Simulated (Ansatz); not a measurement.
The lowest singlet and triplet of H4Si2 (SMILES [SiH][SiH3]); geometries from B3LYP-D3(BJ)/def2-TZVP, each state relaxed from the structure named, with no frequency check.
Singlet at the triplet's geometry (charge 0, multiplicity 1):
```
atom    x (Å)    y (Å)    z (Å)
----  -------  -------  -------
Si     1.1820  -0.4150  -0.1361
Si    -1.0244   0.2921   0.0872
H      2.3229   0.4383   0.3026
H     -1.3719   0.5386   1.5091
H     -1.8831  -0.7909  -0.4434
H     -1.2744   1.5357  -0.6837
```

A positive gap puts the triplet lower; no zero-point energy. R- takes a restricted singlet. U- takes an unrestricted singlet (broken symmetry where lower, unprojected). The triplet is unrestricted in single-reference levels. Active spaces average the two states.

Cores are frozen in the correlated methods.

Run with Ansatz (an electronic-structure program) with Gaussian orbitals. Each number belongs to the level named beside it.

```csv
level,"gap E(singlet) − E(triplet), vertical, at the triplet's geometry (kJ/mol)"
R-BHLYP/def2-TZVPP,-5.7
U-wB97X-V/def2-TZVPP (spin-contaminated),-22.4
R-wB97M-V/def2-TZVPP,-23.8
R-B2PLYP/def2-TZVPP,-8.8
U-B2PLYP/def2-TZVPP (spin-contaminated),-15.5
R-MP2/cc-pV(D+d)Z,13.3
U-SCS-MP2/cc-pV(T+d)Z (spin-contaminated),___
U-CCSD(T)/cc-pV(T+d)Z (spin-contaminated),___
"SC-NEVPT2 on SA-CASSCF(2,2)/cc-pV(D+d)Z",-5.6
```

Question: What belongs in the gaps?

Answer: 
- U-SCS-MP2/cc-pV(T+d)Z (spin-contaminated), gap E(singlet) − E(triplet), vertical, at the triplet's geometry (kJ/mol): -8.1
- U-CCSD(T)/cc-pV(T+d)Z (spin-contaminated), gap E(singlet) − E(triplet), vertical, at the triplet's geometry (kJ/mol): -9.3

Doubts at one or more of the structures used: a restricted determinant that unrestricted orbitals would lower (R-BHLYP/def2-TZVPP, R-B2PLYP/def2-TZVPP, R-MP2/cc-pV(D+d)Z); T1 above 0.05 (U-CCSD(T)/cc-pV(T+d)Z (spin-contaminated)).
